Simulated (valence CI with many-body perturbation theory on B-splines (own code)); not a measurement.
# E1 transitions of Zr

Level of theory: relativistic CI+MBPT: four valence electrons over a frozen Dirac-Fock core [Kr], radial functions for each j: 7 s, 7 p, 8 d, 6 f, 4 g, 1 h, with the one-electron correlation potential Σ1 (screened to all orders), the two-electron term Σ2, the three-electron term Σ3, Breit, model QED; selected single and double excitations, second order for the rest, scaled by the run's own slope (own B-spline code, finite nucleus).

Against 57 measured levels this calculation errs by 267 cm⁻¹ on average and by 575 at most. These come from a selection out of the NIST Handbook of Basic Atomic Spectroscopic Data. Levels without a partner in it may be off by more, other configurations by 1,000 to 4,000 cm⁻¹. Among the levels kept, up to 710 cm⁻¹ of a level comes from second order outside the variational space, and about a tenth of that is noise between levels of different J, which matters for small intervals. 5 measured levels below the end of the list, from 13142 cm⁻¹ on, found no clear computed partner, and computed levels of the same name lie up to 8006 cm⁻¹ from them.

Lines 101 to 150 of 579 in falling wavelength, among levels below 4.497 eV, chosen from the strongest by gf and those to the six lowest levels. Wavelengths and rates use the calculated energies, so an error of 300 cm⁻¹ moves a line at 7196 Å by 2.2 % and its rate by three times that or more. Electric multipoles are in the length gauge, E1 and E2 with the static RPA response of the core. Weak lines are less certain than strong ones. Lines between different terms over intervals too small for the method are left out, as are lines whose strength nearly cancels. Where a level lies close to another of its J and parity, the split of strength between their lines is uncertain. The highest levels of a list are the least certain.

Names give the largest LS component (configuration and term), which can be under half, so a name can repeat, a term be missing and a line seem to break the LS rules; names also repeat where a configuration has a term twice. Letters in brackets count levels of one name in rising energy.

| λ vac (Å) | λ from measured levels | Upper | Lower | A (s⁻¹) | S (a.u.) |
| --- | --- | --- | --- | --- | --- |
| 7242 |  | 4d2 5s 5p 3D°_3 [d] | 4d3 5s 3F_4 [b] | 4.22e+06 | 5.53e+00 |
| 7218 |  | 4d2 5s 5p 3F°_4 [d] | 4d3 5s 3H_5 | 1.35e+06 | 2.26e+00 |
| 7202 |  | 4d3 5p 5G°_5 | 4d3 5s 3F_4 [a] | 8.09e+05 | 1.64e+00 |
| 7196 | 7059 | 4d2 5s 5p 3F°_4 [c] | 4d3 5s 3G_5 | 8.84e+05 | 1.46e+00 |
| 7189 |  | 4d3 5p 5G°_4 | 4d3 5s 3F_3 [a] | 9.32e+05 | 1.54e+00 |
| 7183 | 7106 | 4d2 5s 5p 5D°_1 [a] | 4d3 5s 5F_2 | 3.96e+06 | 2.17e+00 |
| 7179 | 7105 | 4d2 5s 5p 5D°_2 [a] | 4d3 5s 5F_3 | 3.97e+06 | 3.63e+00 |
| 7178 | 7100 | 4d2 5s 5p 5D°_3 [a] | 4d3 5s 5F_4 | 4.44e+06 | 5.68e+00 |
| 7169 |  | 4d3 5p 5F°_5 | 4d3 5s 3H_6 | 7.84e+05 | 1.57e+00 |
| 7161 |  | 4d4 3F_3 [b] | 4d2 5s 5p 3G°_4 [a] | 2.44e+06 | 3.10e+00 |
| 7121 |  | 4d2 5s 6s 3F_2 | 4d2 5s 5p 3G°_3 [a] | 3.26e+06 | 2.90e+00 |
| 7081 | 6933 | 4d2 5s 5p 3G°_5 [b] | 4d3 5s 3F_4 [a] | 1.03e+06 | 1.98e+00 |
| 7066 | 6993 | 4d2 5s 5p 5D°_2 [a] | 4d3 5s 5F_2 | 1.67e+06 | 1.45e+00 |
| 7054 |  | 4d2 5s 5p 3G°_4 [b] | 4d3 5s 3F_3 [a] | 1.50e+06 | 2.33e+00 |
| 7041 |  | 4d2 5s 5p 3G°_3 [b] | 4d3 5s 3F_2 [a] | 2.28e+06 | 2.75e+00 |
| 7031 | 6956 | 4d2 5s 5p 5D°_3 [a] | 4d3 5s 5F_3 | 1.20e+06 | 1.44e+00 |
| 6989 |  | 4d3 5p 3D°_3 [a] | 4d3 5s 3G_4 | 1.71e+06 | 2.02e+00 |
| 6958 | 6690 | 4d2 5s 5p 5D°_2 [a] | 4d2 5s2 3P_1 | 2.59e+05 | 2.16e-01 |
| 6936 |  | 4d2 5s 5p 1D°_2 [b] | 4d3 5s 1P_1 | 8.05e+06 | 6.63e+00 |
| 6883 | 6851 | 4d2 5s 5p 3F°_4 [c] | 4d3 5s 3F_4 [a] | 1.48e+06 | 2.14e+00 |
| 6882 |  | 4d3 5p 3F°_2 | 4d3 5s 1P_1 | 2.96e+06 | 2.38e+00 |
| 6835 |  | 4d2 5s 5p 5P°_3 | 4d3 5s 5P_3 | 1.59e+06 | 1.75e+00 |
| 6798 |  | 4d2 5s 5p 3D°_1 [c] | 4d3 5s 3F_2 [a] | 1.22e+07 | 5.65e+00 |
| 6776 |  | 4d2 5s 5p 3D°_2 [b] | 4d3 5s 3F_3 [a] | 1.04e+07 | 8.02e+00 |
| 6742 |  | 4d3 5p 3D°_3 [a] | 4d3 5s 3F_4 [a] | 1.12e+07 | 1.19e+01 |
| 6685 |  | 4d2 5s 5p 3F°_2 [d] | 4d3 5s 3F_2 [b] | 3.02e+06 | 2.22e+00 |
| 6656 |  | 4d2 5s 5p 3F°_3 [b] | 4d2 5s2 1G_4 | 1.34e+06 | 1.37e+00 |
| 6632 |  | 4d3 5p 1G°_4 [a] | 4d3 5s 1H_5 | 4.26e+06 | 5.52e+00 |
| 6592 |  | 4d2 5s 5p 1F°_3 [a] | 4d2 5s2 1G_4 | 1.35e+06 | 1.34e+00 |
| 6547 |  | 4d2 5s 5p 3D°_3 [b] | 4d3 5s 3F_4 [a] | 1.55e+06 | 1.50e+00 |
| 6541 |  | 4d2 5s 5p 3H°_4 | 4d3 5s 3G_3 | 9.90e+06 | 1.23e+01 |
| 6536 |  | 4d2 5s 5p 3F°_3 [f] | 4d3 5s 3F_3 [b] | 2.81e+06 | 2.71e+00 |
| 6529 |  | 4d2 5s 5p 3D°_2 [c] | 4d3 5s 3F_3 [a] | 3.31e+06 | 2.28e+00 |
| 6493 |  | 4d2 5s 5p 3H°_5 | 4d3 5s 3G_4 | 8.99e+06 | 1.34e+01 |
| 6484 |  | 4d2 5s 5p 1D°_2 [b] | 4d3 5s 3P_1 [b] | 2.77e+06 | 1.86e+00 |
| 6482 |  | 4d2 5s 5p 3D°_1 [d] | 4d3 5s 3F_2 [a] | 4.44e+06 | 1.79e+00 |
| 6428 |  | 4d3 5p 5F°_2 [a] | 4d3 5s 3G_3 | 3.19e+06 | 2.09e+00 |
| 6427 |  | 4d3 5p 5F°_2 [b] | 4d3 5s 3G_3 | 3.94e+06 | 2.58e+00 |
| 6378 |  | 4d2 5s 5p 3H°_6 | 4d3 5s 3G_5 | 1.15e+07 | 1.91e+01 |
| 6342 |  | 4d2 5s 5p 3F°_3 [e] | 4d3 5s 3G_4 | 4.77e+06 | 4.21e+00 |
| 6342 |  | 4d2 5s 5p 3P°_2 [a] | 4d2 5s2 3P_1 | 8.49e+05 | 5.34e-01 |
| 6324 |  | 4d2 5s 5p 3P°_1 [a] | 4d2 5s2 3P_1 | 1.09e+06 | 4.07e-01 |
| 6321 |  | 4d3 5p 3H°_4 [b] | 4d3 5s 3F_4 [b] | 1.64e+06 | 1.84e+00 |
| 6311 |  | 4d2 5s 5p 1F°_3 [b] | 4d2 5s2 1G_4 | 3.32e+06 | 2.88e+00 |
| 6306 |  | 4d3 5p 1G°_4 [a] | 4d3 5s 1G_4 | 1.53e+07 | 1.71e+01 |
| 6285 |  | 4d2 5s 5p 3P°_2 [a] | 4d2 5s2 1D_2 [a] | 1.40e+06 | 8.58e-01 |
| 6279 |  | 4d2 5s 5p 3H°_5 | 4d3 5s 3F_4 [a] | 1.92e+06 | 2.58e+00 |
| 6268 |  | 4d2 5s 6s 5F_3 | 4d2 5s 5p 5D°_3 [a] | 4.24e+06 | 3.61e+00 |
| 6267 |  | 4d2 5s 5p 3P°_1 [a] | 4d2 5s2 1D_2 [a] | 6.81e+05 | 2.48e-01 |
| 6257 |  | 4d2 5s 6s 5F_2 | 4d2 5s 5p 5D°_2 [a] | 5.70e+06 | 3.45e+00 |
